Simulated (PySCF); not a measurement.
disiloxane (H₆OSi₂), SMILES [SiH3]O[SiH3].

The structure is a stationary point at PBE0-D3(BJ)/def2-SVP.

Method: TDDFT-B3LYP/def2-SVPD run with PySCF.

Vertical excitations. The molecule is in vacuum. State labels are in the subgroup C2v.

```csv
state,symmetry,energy (eV),λ (nm),f,main pairs
S1,B2,6.85,181,0.000,HOMO→LUMO 99 %
S2,A1,7.00,177,0.000,HOMO−1→LUMO 99 %
S3,B2,7.92,157,0.053,HOMO→LUMO+1 96 %
S4,A2,7.97,156,0.000,"HOMO−2→LUMO 76 %, HOMO→LUMO+2 17 %"
S5,B1,8.03,154,0.001,HOMO−3→LUMO 83 %
S6,A1,8.10,153,0.110,HOMO−1→LUMO+1 97 %
S7,B2,8.28,150,0.053,HOMO→LUMO+3 90 %
S8,A2,8.31,149,0.000,"HOMO→LUMO+2 78 %, HOMO−2→LUMO 19 %"
S9,B1,8.44,147,0.002,HOMO−1→LUMO+2 83 %
S10,A1,8.60,144,0.029,HOMO−1→LUMO+3 95 %
T1,B2,6.56,189,0,HOMO→LUMO 97 %
T2,A1,6.70,185,0,HOMO−1→LUMO 96 %
T3,A2,7.54,164,0,"HOMO−2→LUMO 71 %, HOMO→LUMO+2 14 %, HOMO→LUMO+4 12 %"
T4,B1,7.59,163,0,"HOMO−3→LUMO 74 %, HOMO−1→LUMO+4 12 %"
```
Triplets are in the Tamm–Dancoff approximation, which puts them higher than full response would, so one can lie above its singlet here.
